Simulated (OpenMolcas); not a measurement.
**HfH2Cl2O2 (SMILES Cl[Hf](Cl)(O)O): the HOMO–LUMO gap, rung by rung**

HfH2Cl2O2: 7 atoms, total charge 0, spin state singlet. SMILES: `Cl[Hf](Cl)(O)O`. Geometry: relaxed at PBE0-D4/def2-TZVP. This is one conformer, not always the lowest.

```xyz
7

Cl   -1.4564   -2.1750    0.0028
Hf    0.0987   -0.4037   -0.0237
Cl    2.2927   -1.2469   -0.2012
O    -0.2572    0.7048   -1.5209
O    -0.0554    0.5741    1.5940
H    -0.4572    1.3690   -2.1724
H    -0.1652    1.1777    2.3215
```

Quantity: the HOMO–LUMO gap, in eV. The values are calculated.

| level | kind | program | value (eV) | CPU time |
| --- | --- | --- | --- | --- |
| HF/def2-SVP (core potential) | Hartree–Fock | OpenMolcas | 14.26 | 11 s |
| SVWN5/def2-SVP (core potential) | LDA | OpenMolcas | 5.98 | 25 s |
| PBE/def2-SVP (core potential) | GGA | OpenMolcas | 6.04 | 32 s |
| TPSS/def2-SVP (core potential) | meta-GGA | OpenMolcas | 6.30 | 36 s |
| B3LYP/def2-SVP (core potential) | global hybrid | OpenMolcas | 7.79 | 29 s |
| B2PLYP/def2-SVP (core potential) | double hybrid | OpenMolcas | 10.61 | 21 s |

The values span 5.98 to 14.26 eV. Orbital gaps aren't excitation energies, and those of double hybrids come from the SCF part alone; they tend to grow with the share of exact exchange. CPU times are rough (shared hosts, several kinds of processor): they show what a rung costs within a factor of a few.
